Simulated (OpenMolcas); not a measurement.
4d³ along the 39-electron sequence

| Item | Value |
| --- | --- |
| Program | OpenMolcas 26.06 |
| Method | CASSCF |
| Basis | ANO-R2 |
| Scalar Hamiltonian | X2C, finite nucleus |
| Spin-orbit coupling | state interaction with AMFI integrals over the reference wave functions, term energies averaged over their components |

Active space for each ion: 3 electrons in 5 orbitals (4d).

Computed levels in cm-1 above ⁴F_3/2:

```tsv
Level	Tc4+	Ru5+	Rh6+	Pd7+
⁴F_5/2	1031	1382	1801	2372
⁴F_7/2	2337	3096	3985	5166
⁴F_9/2	3823	5003	6358	8103
⁴P_1/2	14860	16536	18192	19847
⁴P_3/2	14918	16513	18036	19449
²G_7/2	16329	18388	20467	22604
⁴P_5/2	16479	18688	20969	23454
²G_9/2	17202	19390	21565	23755
²P_1/2	21239	23915	26633	29468
weight of ⁴F in the lowest level (%)	99	99	98	97
```

Mixed levels, with the weight of the term that names them: Rh6+ ²G_9/2 (69 %), Pd7+ ²G_9/2 (61 %).

The fine-structure level ⁴F_9/2 changes by a factor of 2.12 from Tc4+ to Pd7+. Its fourth root runs 7.86, 8.41, 8.93, 9.49, with steps per unit of Z of 0.55, 0.52, 0.56; equal steps would mean a (Z - σ)^4 law with constant σ.

⁴P_1/2 changes by a factor of 1.34 over the same range, with steps per unit of Z of +1680, +1660, +1660 cm-1.

Without dynamic correlation excited terms often stand tens of per cent too high (terms of higher spin than the ground term too low), and those without a measured partner can miss by more than the paired ones. Levels of configurations outside the active space are missing.
